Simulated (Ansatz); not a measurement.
Species: CH5OSi, net charge 0, doublet state. It need not be the lowest isomer of its formula. SMILES: [CH2]O[SiH3]
Geometry from a B3LYP-D3(BJ)/def2-TZVP (Ansatz, a program for electronic structure) optimisation:
```xyz
8

Si     0.9337     0.3533     0.1764
O     -0.3539    -0.5172    -0.4117
C     -1.6427    -0.3591    -0.0181
H      2.0781     0.0100    -0.6869
H      1.2078    -0.0159     1.5839
H      0.6310     1.8029     0.1078
H     -1.9544     0.5968     0.3864
H     -2.3473    -1.0475    -0.4592
```
Charge 0, spin multiplicity 2.

Atomisation energy built up term by term with Ansatz (kcal/mol; UHF references for open shells; valence terms freeze the core; atomic spin-orbit terms are left out). CBS(X,Y): correlation extrapolated as X^-3; Hartree-Fock from the larger set (for Q and 5 zeta extrapolated as (X+1)exp(-9√X)).

```
term                                            basis    kcal/mol
-----------------------  ----------------------------  ----------
Hartree-Fock             CBS(cc-pV(Q+d)Z,cc-pV(5+d)Z)      476.98
CCSD correlation         CBS(cc-pV(Q+d)Z,cc-pV(5+d)Z)  (withheld)
(T)                      CBS(cc-pV(Q+d)Z,cc-pV(5+d)Z)  (withheld)
core correlation                            cc-pwCVTZ        1.14
scalar relativity (X2C)    cc-pVTZ-DK against cc-pVTZ       -1.19
sum: De                                                (withheld)
```

Complete the blanks.


- CCSD correlation, kcal/mol: 154.85
- (T), kcal/mol: 8.00
- sum: De, kcal/mol: 639.8
